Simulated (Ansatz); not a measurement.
Geometry optimisation, RKS PBE-D4/def2-SVP in Ansatz 0.2.0.

input.yaml

```yaml
crystal:
  periodic: [false, false, false]
  atoms:
    - { symbol: In, position_ang: [-0.078694, -0.355649, -0.125543] }
    - { symbol: O, position_ang: [0.107637, -0.340857, 1.879681] }
    - { symbol: H, position_ang: [-0.745984, -0.542542, 2.312947] }
    - { symbol: O, position_ang: [1.633151, -0.447044, -1.169033] }
    - { symbol: H, position_ang: [2.366123, -0.579386, -0.532488] }
    - { symbol: O, position_ang: [-1.844413, -0.436137, -1.092577] }
    - { symbol: H, position_ang: [-2.56791, -0.291995, -0.447359] }
    - { symbol: Cl, position_ang: [0.019399, 3.000272, 1.266948] }
    - { symbol: H, position_ang: [0.177791, 1.856237, 1.954125] }
basis:
  gaussian: { orbitals: def2-SVP }
hamiltonian:
  xc: pbe
  dispersion: d4
relax:
  f_tol: 0.03
  max_steps: 50
```

Run as:

```bash
$ ansatz run input.yaml --threads 2 --pin off --max-ram 3072MiB --backend cpu --events-out ev --progress --plain --runs-dir out
```

Question: Where does it end, and by what steps?

Answer: The forces met the threshold. After 27 steps the energy has fallen by 1.572 eV; H9 moved furthest, 1.52 Å. Parted: Cl8–H9 (1.34 → 3.36 Å). Joined: In1–Cl8 (3.63 → 2.38 Å), O2–H9 (2.20 → 0.98 Å).

| step | energy less start (eV) | largest force component (eV/Å) | accepted |
| --- | --- | --- | --- |
| 0 | 0.0000 | 0.868 | yes |
| 1 | -0.1724 | 0.441 | yes |
| 2 | -0.2712 | 1.115 | yes |
| 3 | -0.3963 | 1.263 | yes |
| 4 | -0.5479 | 1.500 | yes |
| 5 | -0.9037 | 1.819 | yes |
| 6 | -1.1506 | 4.129 | yes |
| 7 | -1.3087 | 0.828 | yes |
| 8 | -1.3384 | 1.104 | yes |
| 9 | -1.3924 | 0.926 | yes |
| 10 | -1.4455 | 0.285 | yes |
| 11 | -1.4763 | 0.135 | yes |
| 12 | -1.4871 | 0.124 | yes |
| 13 | -1.4552 | 1.371 | no |
| 14 | -1.4944 | 0.288 | yes |
| 15 | -1.5012 | 0.156 | yes |
| 16 | -1.5083 | 0.451 | yes |
| 17 | -1.5128 | 0.533 | yes |
| 18 | -1.5158 | 0.559 | yes |
| 19 | -1.5399 | 0.224 | yes |
| 20 | -1.5519 | 0.141 | yes |
| 21 | -1.5621 | 0.185 | yes |
| 22 | -1.5664 | 0.122 | yes |
| 23 | -1.5690 | 0.048 | yes |
| 24 | -1.5709 | 0.043 | yes |
| 25 | -1.5716 | 0.044 | yes |
| 26 | -1.5716 | 0.064 | yes |
| 27 | -1.5718 | 0.027 | yes |

```xyz
9
Properties=species:S:1:pos:R:3
In 0.195 0.374 -0.147
O -0.161 -0.250 2.087
H -1.066 -0.464 1.691
O 1.732 -0.649 -0.941
H 2.494 -0.042 -1.024
O -1.669 -0.496 0.013
H -2.375 0.079 -0.338
Cl 0.218 2.745 0.099
H -0.301 0.567 2.607
```

Whether the end is a true minimum wasn't checked by a vibrational analysis.

The run took 30 s on 2 threads of Intel(R) Xeon(R) 6975P-C (Granite Rapids) (shared host), peak memory 0.17 GiB.
